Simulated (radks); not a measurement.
Values are calculated unless marked as measured or tabulated.
Valence configurations of Nd III (all share [Xe]). Level of theory: Dirac Kohn-Sham, PBE, spin-unpolarised, spherical densities, finite nucleus; open shells are shared between the two j in proportion to 2j + 1; Fermi nuclear charge, rms radius 4.9123 fm (a radial shooting solver on a logarithmic mesh with Libxc functionals). Energies are relative to 4f4; eigenvalues in eV.

valence              E (eV)  e(4f5/2)  e(4f7/2)  e(5d3/2)  e(5d5/2)  e(6p1/2)
4f4                   0.000   -14.795   -14.386         -         -         -
4f3.5 5d0.5           0.952   -17.398   -16.965   -14.455   -14.183         -
4f3 5d1               2.905   -20.291   -19.834   -15.212   -14.918         -
4f3 6s1               4.035   -22.873   -22.413         -         -         -
4f2 5d2              10.310   -26.781   -26.276   -16.741   -16.397         -
4f2 5d1 6s1          12.330   -29.562   -29.055   -18.609   -18.237         -
4f2 6s2              15.038   -32.472   -31.961         -         -         -
4f2 5d0.5 6s1 6p0.5  15.807   -31.531   -31.022   -19.972   -19.581   -12.852
4f1 5d1 6s1 6p1      34.599   -41.076   -40.517   -23.068   -22.603   -13.977
5d2 6s1 6p1          55.725         -         -   -24.798   -24.278   -14.326

NIST lists [Xe] 4f4 as the ground configuration; this level of theory agrees among the configurations tried. The energies are those of spherical spin-averaged densities, not of single terms.
